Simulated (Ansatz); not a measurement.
Stepwise reaction of silanol with water, as a gas-phase model of exchange steps in deposition or etching. ΔE in kJ/mol; ΔG adds harmonic PBE0-D4 terms to CCSD(T)/CBS, at 1 bar.

Calculated with Ansatz (gas phase, PBE0-D4/def2-TZVP geometries, no zero-point term in ΔE). CCSD(T)/CBS is the MP2 limit (def2-TZVPP, def2-QZVPP) plus CCSD(T) − MP2 in def2-TZVPP, frozen cores. This one scheme is used for every species. Functionals use def2-TZVPP. B3LYP here is the variant with VWN-RPA as its local correlation; programs differ in this. One conformer a species, not always the lowest.

```tsv
step	reaction	PBE-D4	B3LYP-D4	ωB97M-V	CCSD(T)/CBS	ΔG(500 K)
1	`O[SiH3]` + H₂O → `O[SiH2]O` + H₂	-89.3	-94.4	-95.7	-92.8	-84.1
3	`O[SiH](O)O` + H₂O → `O[Si](O)(O)O` + H₂	-93.4	-100.6	-102.1	-98.7	-90.1
```

**Question.** Give the row of step 2, `O[SiH2]O` + H₂O → `O[SiH](O)O` + H₂. (An estimate is asked.)

**Answer.** Computed: 
| step | reaction | PBE-D4 | B3LYP-D4 | ωB97M-V | CCSD(T)/CBS | ΔG(500 K) |
| --- | --- | --- | --- | --- | --- | --- |
| 2 | `O[SiH2]O` + H₂O → `O[SiH](O)O` + H₂ | -94.9 | -101.3 | -102.7 | -99.7 | -101.1 |

**Question.** By hand: ΔE of the 3 steps together at CCSD(T)/CBS.

**Answer.** (-92.8) + (-99.7) + (-98.7) = -291.2 kJ/mol, or -97.1 kJ/mol a step.

In ΔE step 2 is the lowest and step 1 the highest. All are downhill at CCSD(T)/CBS. ΔG lies between -101.1 and -84.1 kJ/mol a step. PBE-D4 differs from CCSD(T)/CBS by 3.5 to 5.3 kJ/mol a step. Isolated molecules leave out the surface, adducts and barriers. Largest T1 diagnostic: 0.011.
